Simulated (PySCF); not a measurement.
C₂H₆BNO, SMILES NB1CCO1.

Coordinates come from a B3LYP-D3(BJ)/def2-SVP optimisation. The structure was generated by enumeration, and PubChem lists no compound with its InChIKey, so it may never have been made. Other conformers were not sampled.

The numbers are results of PBE/def2-TZVP (PySCF), not measurements.

Symmetry labels are those of the subgroup Cs that the program uses (full group Cs).

**Question.** List the valence orbital energies around the gap with their symmetry. (An estimate is asked for; the answer gives what the named calculation found.)

**Answer.** 
| orbital | symmetry | energy (eV) |
|---|---|---|
| HOMO−7 | A' | -11.51 |
| HOMO−6 | A" | -11.48 |
| HOMO−5 | A' | -10.19 |
| HOMO−4 | A" | -8.77 |
| HOMO−3 | A" | -7.59 |
| HOMO−2 | A' | -7.45 |
| HOMO−1 | A' | -6.84 |
| HOMO | A" | -6.06 |
| LUMO | A' | 0.21 |
| LUMO+1 | A" | 0.68 |
| LUMO+2 | A' | 0.80 |
| LUMO+3 | A' | 1.38 |
